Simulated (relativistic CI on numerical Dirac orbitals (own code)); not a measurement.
**Cs I: calculation against measurement**

Method of calculation: Dirac-Coulomb-Breit CI, separate exchange-only KLI orbitals for each configuration, model QED (radiative potential, 1s self-energy scaled to tabulated hydrogen-like ionisation energies), valence Slater integrals scaled by 0.85, configuration energies shifted to the measured levels that pair with them (semi-empirical) (own radial code, finite nucleus).

CI space (outside the closed core [Xe]): 6s, 6p, 5d, 7s, 7p, 6d, 8s, 8p, 7d, 5f, 5g, 4f, 8d, 6f. Levels of other configurations are missing.

| Configuration | Term (tabulated) | J | Measured (cm⁻¹) | Computed | Error | Purity (%) |
| --- | --- | --- | --- | --- | --- | --- |
| 6s | 2S | 1/2 | 0.0 | 0 | 0 | 100 |
| 6p | 2P° | 1/2 | 11178.3 | 11265 | 87 | 100 |
| 6p | 2P° | 3/2 | 11732.3 | 11646 | -87 | 100 |
| 5d | 2D | 3/2 | 14499.3 | 14586 | 87 | 100 |
| 5d | 2D | 5/2 | 14596.8 | 14510 | -87 | 100 |
| 7s | 2S | 1/2 | 18535.5 | 18536 | 0 | 100 |
| 7p | 2P° | 1/2 | 21765.3 | 21794 | 28 | 100 |
| 7p | 2P° | 3/2 | 21946.4 | 21918 | -28 | 100 |
| 6d | 2D | 3/2 | 22588.8 | 22645 | 56 | 100 |
| 6d | 2D | 5/2 | 22631.7 | 22576 | -56 | 100 |

Measured levels from NIST Handbook of Basic Atomic Spectroscopic Data (Sansonetti and Martin, J. Phys. Chem. Ref. Data 34, 1559 (2005)); pairs were made by configuration, J and term (by order where the table uses no LS term), so strongly mixed levels may be paired wrongly.

Mean error by configuration (cm⁻¹): 6p 0; 5d 0; 7s 0; 7p 0; 6d 0. Over the excited levels the mean absolute error is 57 cm⁻¹ (9 of the 9 excited levels that our extract of the source holds in range could be paired), and the median relative error of those above 1,000 cm⁻¹ is 0.25 %, both after the shifts were fitted to these levels, so that a configuration with one level shows no error.

Transition probabilities of persistent lines. The last column rescales the computed rate by the cube of measured over computed energy:

```tsv
λ measured (Å)	Lower	Upper	A tabulated (s⁻¹)	A computed	A rescaled
4555.28 air	6s 2S_1/2	7p 2P°_3/2	1.88e+06	4.28e+06	4.30e+06
4593.17 air	6s 2S_1/2	7p 2P°_1/2	8.00e+05	2.77e+06	2.76e+06
8521.13 air	6s 2S_1/2	6p 2P°_3/2	3.28e+07	4.27e+07	4.37e+07
8943.47 air	6s 2S_1/2	6p 2P°_1/2	2.87e+07	3.91e+07	3.82e+07
```

Configurations whose levels could be paired with our table of measured levels were shifted onto them, all but the ground configuration, by the median error of their levels; single terms can still be off by 1,000 to 2,000 cm⁻¹ or more, and rates follow the energies as ν³ (E1, M1) or ν⁵ (E2). The others borrow a shift and can be off by several thousand cm⁻¹ or more. The fine structure of a lone outer electron comes out too small, for d and f at times inverted, and misplaced configurations move strength between like terms. 9 of the 9 excited levels that our extract of the measured tables holds in this range could be paired (the sources list more); they are missed by 57 cm⁻¹ on average and 87 at most, after the shifts were fitted to these levels, and levels without a partner can miss by more.

Shifts applied (cm⁻¹): 6s 0; 6p 1283; 5d 224; 7s 1031; 7p 999; 6d 820.
